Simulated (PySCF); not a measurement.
C$_{4}$H$_{9}$, charge +1, singlet, at a GFN2-xTB geometry; PySCF with R2SCAN/STO-3G.

Input for PySCF:
```python
from pyscf import gto, scf, dft

mol = gto.M(
    atom='''
C    -0.39303445    1.37528354    0.22505520
C    -0.00000000    0.00000000    0.00000000
C     1.35975962   -0.41783344    0.27018461
C    -0.96672517   -0.95745010   -0.49523981
H     0.25720952    2.04590390   -0.34783633
H    -0.18246562    1.65665671    1.26295861
H    -1.43391399    1.58209568   -0.00908249
H     1.79740100   -0.86304328   -0.63037733
H     1.35772586   -1.25229047    0.98041762
H     2.00243572    0.37766646    0.63783836
H    -1.39509781   -0.59898984   -1.43797876
H    -0.56852173   -1.95976214   -0.62875587
H    -1.83477295   -0.98823703    0.17281619
''',
    basis='sto-3g',
    charge=1,
    verbose=4,
)

mf = dft.RKS(mol)
mf.xc = 'r2scan'
mf.kernel()
```

Output, abridged:

```
PySCF version 2.14.0

[INPUT] verbose = 4
[INPUT] num. atoms = 13
[INPUT] num. electrons = 32
[INPUT] charge = 1
[INPUT] spin (= nelec alpha-beta = 2S) = 0
[INPUT] symmetry False subgroup None
[INPUT] Mole.unit = angstrom
[INPUT] Symbol           X                Y                Z      unit          X                Y                Z       unit  Magmom
[INPUT]  1 C     -0.393034450000   1.375283540000   0.225055200000 AA   -0.742727468019   2.598909234222   0.425292690909 Bohr   0.0
[INPUT]  2 C      0.000000000000   0.000000000000   0.000000000000 AA    0.000000000000   0.000000000000   0.000000000000 Bohr   0.0
[INPUT]  3 C      1.359759620000  -0.417833440000   0.270184610000 AA    2.569573277043  -0.789590767285   0.510574915972 Bohr   0.0
[INPUT]  4 C     -0.966725170000  -0.957450100000  -0.495239810000 AA   -1.826845809024  -1.809318466937  -0.935867606882 Bohr   0.0
[INPUT]  5 H      0.257209520000   2.045903900000  -0.347836330000 AA    0.486055549431   3.866198048180  -0.657315399874 Bohr   0.0
[INPUT]  6 H     -0.182465620000   1.656656710000   1.262958610000 AA   -0.344810048949   3.130627464323   2.386645879561 Bohr   0.0
[INPUT]  7 H     -1.433913990000   1.582095680000  -0.009082490000 AA   -2.709704727282   2.989727538058  -0.017163418629 Bohr   0.0
[INPUT]  8 H      1.797401000000  -0.863043280000  -0.630377330000 AA    3.396595626019  -1.630915432846  -1.191240508835 Bohr   0.0
[INPUT]  9 H      1.357725860000  -1.252290470000   0.980417620000 AA    2.565730027640  -2.366486016703   1.852720789498 Bohr   0.0
[INPUT] 10 H      2.002435720000   0.377666460000   0.637838360000 AA    3.784055092846   0.713686175834   1.205339812142 Bohr   0.0
[INPUT] 11 H     -1.395097810000  -0.598989840000  -1.437978760000 AA   -2.636352777881  -1.131926748997  -2.717386029342 Bohr   0.0
[INPUT] 12 H     -0.568521730000  -1.959762140000  -0.628755870000 AA   -1.074350365564  -3.703413713892  -1.188176393513 Bohr   0.0
[INPUT] 13 H     -1.834772950000  -0.988237030000   0.172816190000 AA   -3.467218376260  -1.867497332854   0.326575268991 Bohr   0.0

nuclear repulsion = 128.055254573659
number of shells = 21
number of NR pGTOs = 87
number of NR cGTOs = 29
basis = sto-3g
ecp = {}

******** <class 'pyscf.dft.rks.RKS'> ********
method = RKS
initial guess = minao
damping factor = 0
level_shift factor = 0
DIIS = <class 'pyscf.scf.diis.CDIIS'>
diis_start_cycle = 1
diis_space = 8
diis_damp = 0
SCF conv_tol = 1e-09
SCF conv_tol_grad = None
SCF max_cycles = 50
direct_scf = True
direct_scf_tol = 1e-13
XC library pyscf.dft.libxc version 7.1.2
    S. Lehtola, C. Steigemann, M. J. T. Oliveira, and M. A. L. Marques,  SoftwareX 7, 1–5 (2018)
XC functionals = r2scan
    J. W. Furness, A. D. Kaplan, J. Ning, J. P. Perdew, and J. Sun,  J. Phys. Chem. Lett. 11, 8208–8215 (2020)
    J. W. Furness, A. D. Kaplan, J. Ning, J. P. Perdew, and J. Sun,  J. Phys. Chem. Lett. 11, 9248–9248 (2020)
    J. W. Furness, A. D. Kaplan, J. Ning, J. P. Perdew, and J. Sun,  J. Phys. Chem. Lett. 11, 8208–8215 (2020)
    J. W. Furness, A. D. Kaplan, J. Ning, J. P. Perdew, and J. Sun,  J. Phys. Chem. Lett. 11, 9248–9248 (2020)
radial grids:
    Treutler-Ahlrichs [JCP 102, 346 (1995); DOI:10.1063/1.469408] (M4) radial grids

becke partition: Becke, JCP 88, 2547 (1988); DOI:10.1063/1.454033
pruning grids: <function nwchem_prune>
grids dens level: 3
symmetrized grids: False
atomic radii adjust function: <function treutler_atomic_radii_adjust>
small_rho_cutoff = 0
Set gradient conv threshold to 3.16228e-05
Initial guess from minao.
tot grids = 144744
init E= -155.965632578264
  HOMO = -0.364612245750423  LUMO = -0.0991162854555289  gap/eV = 7.22451
cycle= 1 E= -155.574826665529  delta_E= 0.391  |g|= 0.309  |ddm|= 4.12
  HOMO = -0.55015445672848  LUMO = -0.384841400867125  gap/eV = 4.49840
cycle= 2 E= -155.545949099996  delta_E= 0.0289  |g|= 0.428  |ddm|= 0.881
  HOMO = -0.544727936481937  LUMO = -0.319993642948804  gap/eV = 6.11533
cycle= 3 E= -155.605323201336  delta_E= -0.0594  |g|= 0.0175  |ddm|= 0.523
  HOMO = -0.547944285915049  LUMO = -0.323710020633627  gap/eV = 6.10173
cycle= 4 E= -155.605429797465  delta_E= -0.000107  |g|= 0.00605  |ddm|= 0.0299
  HOMO = -0.5469527768156  LUMO = -0.322928618445134  gap/eV = 6.09601
cycle= 5 E= -155.605441494417  delta_E= -1.17e-05  |g|= 0.000456  |ddm|= 0.00859
  HOMO = -0.546975086786335  LUMO = -0.323023666263354  gap/eV = 6.09403
cycle= 6 E= -155.605441577374  delta_E= -8.3e-08  |g|= 1.17e-05  |ddm|= 0.000818
  HOMO = -0.54697489635388  LUMO = -0.323023457338193  gap/eV = 6.09403
cycle= 7 E= -155.605441577427  delta_E= -5.28e-11  |g|= 1.27e-06  |ddm|= 2.11e-05
  HOMO = -0.546974724689468  LUMO = -0.323023127421092  gap/eV = 6.09403
Extra cycle  E= -155.605441577427  delta_E= 2.27e-13  |g|= 1.45e-06  |ddm|= 3.35e-06
converged SCF energy = -155.605441577427
```
